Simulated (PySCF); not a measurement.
H4FInO, singlet (PBE0/def2-SVP optimised geometry):

```
7

In    -1.022    -1.330     0.000
H     -1.611    -1.565    -1.589
H     -1.584    -1.511     1.613
F      1.022    -1.330     0.000
O     -0.148     0.854     0.000
H      0.689     0.315     0.001
H     -0.159     1.330     0.839
```

Method: PBE0/def2-TZVP, def2 effective core potentials past Kr (PySCF).

**Question.** What are the frontier orbital energies and the dipole moment?

**Answer.** HOMO-2 -9.70 eV, HOMO-1 -9.62 eV, HOMO -8.47 eV, LUMO -0.87 eV, LUMO+1 -0.17 eV; dipole moment 2.61 D.

On the same geometry PBE/def2-TZVP, def2 effective core potentials past Kr (PySCF) gives HOMO-2 -8.12 eV, HOMO-1 -7.77 eV, HOMO -7.12 eV, LUMO -1.57 eV, LUMO+1 -1.03 eV; dipole moment 2.49 D.
